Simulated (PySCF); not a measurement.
Bi(Cl)(Me)2 (C2H6BiCl), SMILES [CH3][Bi]([CH3])[Cl].

Coordinates come from a B3LYP-D3(BJ)/def2-SVP optimisation. The structure was generated by enumeration; whether it is a known compound was not checked. The def2 effective core potentials stand for the cores of Bi; spin–orbit coupling is left out.

The numbers are results of PBE/def2-TZVP run with PySCF, not measurements.

Symmetry labels are those of the subgroup Cs that the program uses (full group Cs).

Question: List the valence orbital energies around the gap with their symmetry. (The exact figures need the calculation; the answer reports its results.)

Answer: 
| orbital | symmetry | energy (eV) |
|---|---|---|
| HOMO−7 | A' | -10.07 |
| HOMO−6 | A" | -9.81 |
| HOMO−5 | A" | -9.71 |
| HOMO−4 | A' | -8.12 |
| HOMO−3 | A" | -7.51 |
| HOMO−2 | A' | -7.20 |
| HOMO−1 | A" | -6.57 |
| HOMO | A' | -6.13 |
| LUMO | A' | -2.28 |
| LUMO+1 | A" | -1.10 |
| LUMO+2 | A' | -0.56 |
| LUMO+3 | A' | 0.48 |
